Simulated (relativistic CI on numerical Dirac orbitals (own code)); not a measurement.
One change at a time: Ti18+

Base calculation: Dirac-Coulomb-Breit CI, separate exchange-only KLI orbitals for each configuration, a model potential for QED, unscaled Slater integrals.

Configuration list (outside the closed core 1s2): 2s², 2s2p, 2p², 2p3s, 2p3p, 2s3s, 2s3p, 2s3d, 2s4s, 2s4p, 2s4d, 2s4f, 2s5s, 2s5p, 2s5d, 2s5f, 2s5g, 3s², 3s3p, 3p². Levels of other configurations are missing.

Variants: (1) one mean potential for all configurations. Shifts of the energy above 2s² ¹S0, in eV, for the lowest level and the first level of each name with at least 55 % of one term (blank where a level changes its place among those of its configuration and J or its character, or is not in the variant):

```tsv
Level	Base	Δ(1)
2s² ¹S0	0.000	0.000
2s2p ³P°0	35.856	-0.021
2s2p ³P°1	37.904	-0.021
2s2p ³P°2	43.163	-0.020
2s2p ¹P°1	74.780	-0.024
2p² ³P0	96.577	+0.021
2p² ³P1	100.134	+0.018
2p² ³P2	103.603	+0.017
2p² ¹D2	114.571	+0.028
2p² ¹S0	138.529	-0.009
2s3s ³S1	764.466	+0.113
2s3s ¹S0	771.408	+0.036
2s3p ³P°1	781.976	+0.043
2s3p ³P°0	782.051	+0.041
2s3p ³P°2	784.163	+0.041
2s3d ³D1	792.682	+0.125
2s3d ³D2	792.950	+0.126
2s3d ³D3	793.392	+0.127
2s3d ¹D2	800.202	+0.152
2p3s ³P°0	809.803	+0.066
2p3s ³P°1	811.221	+0.072
2p3s ³P°2	817.399	+0.077
```

At this charge energies of transitions that change n are usually good to better than 1 %, and those within a shell (Δn = 0) to a few per cent.

Ionisation energy from the two ground configurations alone: base 1339.97 eV. The NIST ASD value (semi-empirical) is 1346.3 eV.

LS names give the leading component of a level, which can be under half, so a name can repeat, a term be missing and a line seem to break the LS rules.
